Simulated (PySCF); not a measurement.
## Finite-field polarisability of C (carbon, neutral)

[He] 2s2 2p2, high-spin 3P determinant. Computed with PySCF 2.14 in aug-cc-pVDZ-DK (4s3p2d, 23 functions), with the spin-free X2C one-electron Hamiltonian (Gaussian nucleus). Frozen: 1s2. Energy changes in a uniform field (μhartree):

| axis | F (au) | HF | MP2 | CCSD | CCSD(T) |
| --- | --- | --- | --- | --- | --- |
| x | 0.0044 | -101.707 | -92.658 | -94.358 | -94.989 |
| x | 0.0088 | -406.848 | -370.794 | -377.503 | -380.023 |
| y | 0.0041 | -101.550 | -100.928 | -100.279 | -100.753 |
| y | 0.0082 | -406.446 | -404.025 | -401.465 | -403.367 |

By symmetry the remaining axis equals y.

Problem. Derive α along x at CCSD(T) from the two fields.

Solution. With ΔE = −αF²/2 − γF⁴/24, α = −(16 ΔE(F) − ΔE(2F))/(6F²) = 9.812 bohr³.

Problem. And the mean polarisability at each level?

Solution. The components xx, yy, zz at CCSD(T) are 9.812, 11.98, 11.98, the third axis being equal by symmetry to one of the two computed. Means: HF 11.56, MP2 11.19, CCSD 11.20, CCSD(T) 11.26 bohr³. Reference: 11.3 ± 0.4 bohr³ (recommended; Schwerdtfeger and Nagle, table of static dipole polarizabilities (2023 update)).

A double-zeta set is small for polarisabilities.
